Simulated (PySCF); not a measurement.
CuF2, SMILES [Cu+]([F])[F] (connectivity only; charge and spin as stated), charge +1, multiplicity 3. Atoms are numbered in the order given.

```xyz
3

Cu     0.0000     0.0000     0.0000
F      0.0000     0.0000    -1.6996
F      0.0000     0.0000     1.6996
```
Charge +1, spin multiplicity 3.

Coordinates come from a PBE0-D3(BJ)/def2-TZVP optimisation. The multiplicity is an assumed one; other spin states were not compared.

Level of theory: r2SCAN/def2-TZVPD run with PySCF.

Isolated molecule, no solvent.

```json
{
 "total_energy": "-1839.76943 hartree",
 "point_group": "D∞h",
 "α spin, highest occupied and lowest empty level": "-17.67 and -8.99 eV",
 "β spin, highest occupied and lowest empty level": "-17.25 and -16.40 eV",
 "dipole_moment_about_the_centre_of_nuclear_charge": "0.00 D",
 "mean_static_polarisability": "26.2 bohr³ (3.89 Å³)",
 "polarisability_principal_values": "13.1, 13.1, 52.5 bohr³",
 "⟨S²⟩": "2.010 (pure state 2.00)"
}
```
